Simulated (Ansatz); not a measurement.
GeHMe2(SiH3) (C₂H₁₀GeSi). Charge 0, multiplicity 1. Geometry r2SCAN-D4/def2-SVP.

```xyz
14

Ge    0.197   -0.081    0.546
H     0.481   -0.047    2.064
C    -0.377   -1.890    0.049
H     0.414   -2.618    0.285
H    -0.587   -1.943   -1.030
H    -1.288   -2.180    0.594
C     1.846    0.367   -0.418
H     2.208    1.368   -0.139
H     1.671    0.351   -1.504
H     2.634   -0.365   -0.182
Si   -1.513    1.497    0.029
H    -2.778    1.194    0.770
H    -1.817    1.458   -1.438
H    -1.092    2.891    0.375
```

The 6-31G sets use Cartesian d functions. B3LYP takes the VWN-RPA correlation. HSE06 is defined as in plane-wave codes, on full-range PBE exchange.

Estimate the orbital energies around the gap (eV) in Ansatz with PBE-D4/def2-TZVP, B3LYP-D4/6-31G, PBE0-D4/def2-SVP, PBE0-D4/def2-TZVP, HSE06-D4/def2-TZVP.


| orbital | PBE-D4/def2-TZVP | B3LYP-D4/6-31G | PBE0-D4/def2-SVP | PBE0-D4/def2-TZVP | HSE06-D4/def2-TZVP |
| --- | --- | --- | --- | --- | --- |
| HOMO−9 | -11.85 | -13.22 | -13.47 | -13.50 | -13.07 |
| HOMO−8 | -10.06 | -11.26 | -11.57 | -11.60 | -11.19 |
| HOMO−7 | -9.97 | -11.16 | -11.48 | -11.51 | -11.10 |
| HOMO−6 | -9.65 | -10.83 | -11.13 | -11.17 | -10.76 |
| HOMO−5 | -9.61 | -10.79 | -11.09 | -11.13 | -10.72 |
| HOMO−4 | -8.37 | -9.50 | -9.69 | -9.72 | -9.31 |
| HOMO−3 | -8.35 | -9.48 | -9.68 | -9.70 | -9.29 |
| HOMO−2 | -7.50 | -8.46 | -8.74 | -8.76 | -8.37 |
| HOMO−1 | -7.31 | -8.17 | -8.55 | -8.54 | -8.14 |
| HOMO | -6.62 | -7.47 | -7.72 | -7.71 | -7.32 |
| LUMO | -0.31 | 0.89 | 0.78 | 0.48 | 0.10 |
| LUMO+1 | -0.31 | 0.92 | 0.80 | 0.50 | 0.13 |
| LUMO+2 | 0.07 | 1.25 | 1.49 | 0.91 | 0.54 |
| LUMO+3 | 0.48 | 2.26 | 1.95 | 1.29 | 0.92 |
| LUMO+4 | 0.99 | 2.52 | 2.45 | 1.85 | 1.47 |
| LUMO+5 | 1.07 | 2.60 | 2.53 | 1.88 | 1.50 |
